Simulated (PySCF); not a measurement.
**First hyperpolarisability: `C(#C)C=C1C=CC=C1`, C$_{8}$H$_{6}$**

Molfile (atoms numbered from 1):
```
C8H6
     RDKit          3D

 14 14  0  0  0  0  0  0  0  0999 V2000
    3.4576    0.4044    0.8261 C   0  0  0  0  0  0  0  0  0  0  0  0
    2.4499   -0.2129    0.5420 C   0  0  0  0  0  0  0  0  0  0  0  0
    1.2965   -0.9596    0.2083 C   0  0  0  0  0  0  0  0  0  0  0  0
    0.0408   -0.4487    0.1253 C   0  0  0  0  0  0  0  0  0  0  0  0
   -0.3757    0.9365    0.3554 C   0  0  0  0  0  0  0  0  0  0  0  0
   -1.7164    0.9945    0.1641 C   0  0  0  0  0  0  0  0  0  0  0  0
   -2.2095   -0.3437   -0.1945 C   0  0  0  0  0  0  0  0  0  0  0  0
   -1.1649   -1.2071   -0.2187 C   0  0  0  0  0  0  0  0  0  0  0  0
    4.3452    0.9555    1.0777 H   0  0  0  0  0  0  0  0  0  0  0  0
    1.4449   -2.0265    0.0048 H   0  0  0  0  0  0  0  0  0  0  0  0
    0.2988    1.7462    0.6294 H   0  0  0  0  0  0  0  0  0  0  0  0
   -2.3438    1.8822    0.2568 H   0  0  0  0  0  0  0  0  0  0  0  0
   -3.2525   -0.5850   -0.4039 H   0  0  0  0  0  0  0  0  0  0  0  0
   -1.1848   -2.2722   -0.4473 H   0  0  0  0  0  0  0  0  0  0  0  0
  1  2  3  0
  2  3  1  0
  3  4  2  3
  4  5  1  0
  5  6  2  0
  6  7  1  0
  7  8  2  0
  8  4  1  0
  1  9  1  0
  3 10  1  0
  5 11  1  0
  6 12  1  0
  7 13  1  0
  8 14  1  0
M  END
```

The calculation used PySCF, quadratic response CAM-B3LYP/aug-cc-pVDZ first hyperpolarisability, Taylor convention, gas phase. Geometry: PBE0-D3(BJ)/def2-SVP.

(1) What is the first hyperpolarisability, and how does it disperse?

(2) Which lowest excitations, dipole and polarisabilities go with it?

## Answers

(1) In au, Taylor convention; the vector part is βᵢ = ⅓ Σⱼ (βᵢⱼⱼ + βⱼᵢⱼ + βⱼⱼᵢ); β∥ is 3/5 of the vector part along the dipole, the dipole points from − to +:
```csv
process,λ (nm),β vector norm,β∥,β HRS,depolarisation ratio
"static β(0;0,0)",∞,385.3,218.4,146.6,7.10
"second harmonic β(−2ω;ω,ω)",1907,453.2,257.4,173.5,6.63
"Pockels β(−ω;ω,0)",1907,406.3,230.4,–,–
"second harmonic β(−2ω;ω,ω)",1064,678.1,387.4,263.5,5.78
"Pockels β(−ω;ω,0)",1064,458.6,260.5,–,–
```

(2) S1 3.07 eV (f = 0.004); S2 4.36 eV (f = 0.583); S3 4.62 eV (f = 0.000); dipole 0.35 D; isotropic α 105.2 au static, 106.0 au at 1907 nm, 107.9 au at 1064 nm, 108.6 au at 953.5 nm, 118.4 au at 532 nm.
